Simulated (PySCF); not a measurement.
# Two-component Hartree-Fock for Sb⁴⁺ (antimony, charge +4)

Start: [Kr] 4d10 5s1; 5s1/2 filled at m_j = +1/2. Calculated with PySCF 2.14 in x2c-TZVPall-2c: generalised Hartree-Fock with the X2C-1e Hamiltonian and a Gaussian nucleus; one run each with spin-orbit coupling (SO) switched off, then screened by Boettger's factors.

| spinor shell | electrons | ε, spin-free (eV) | ε, screened SO (eV) | weight of nominal j (screened SO) | rms radius, screened SO (bohr) |
| --- | --- | --- | --- | --- | --- |
| 1s1/2 | 2 | -30687.7 | -30684.7 | 1.000 | 0.0325 |
| 2s1/2 | 2 | -4801.4 | -4800.5 | 1.000 | 0.133 |
| 2p1/2 | 2 | -4307.8 | -4482.7 | 1.000 | 0.115 |
| 2p3/2 | 4 | -4307.8 | -4228.4 | 1.000 | 0.120 |
| 3s1/2 | 2 | -1016.5 | -1016.3 | 1.000 | 0.352 |
| 3p1/2 | 2 | -851.70 | -884.96 | 1.000 | 0.345 |
| 3p3/2 | 4 | -851.70 | -836.51 | 1.000 | 0.356 |
| 3d3/2 | 4 | -600.86 | -606.65 | 1.000 | 0.329 |
| 3d5/2 | 6 | -600.86 | -596.80 | 1.000 | 0.332 |
| 4s1/2 | 2 | -218.80 | -218.77 | 1.000 | 0.843 |
| 4p1/2 | 2 | -165.95 | -172.16 | 1.000 | 0.892 |
| 4p3/2 | 4 | -165.95 | -163.11 | 1.000 | 0.920 |
| 4d3/2 | 4 | -86.445 | -87.264 | 0.991 | 1.08 |
| 4d5/2 | 6 | -86.445 | -85.882 | 0.994 | 1.09 |
| 5s1/2 | 1 | -53.607 | -53.608 | 1.000 | 2.11 |

| quantity | spin-free | screened SO |
| --- | --- | --- |
| E (hartree) | -6473.84118 | -6475.50155 |
| M_J | 1/2 | 1/2 |
| ⟨J²⟩ | 0.750 | 0.750 |
| ⟨L²⟩ | 0.000 | 0.019 |
| ⟨S²⟩ | 0.750 | 0.769 |

Each row is a mean over spinors that exchange with the open shell spreads, by up to 0.629 eV (4s1/2).

Breit and QED terms are absent; they matter most for the inner s and p1/2 levels.

Densities and radii are taken from the X2C orbitals without a picture-change correction, which distorts them close to the nucleus.

Without spin-orbit coupling the j labels of p, d and f shells carry no meaning; the spin-free column gives the mean over the occupied spinors of each nl shell.
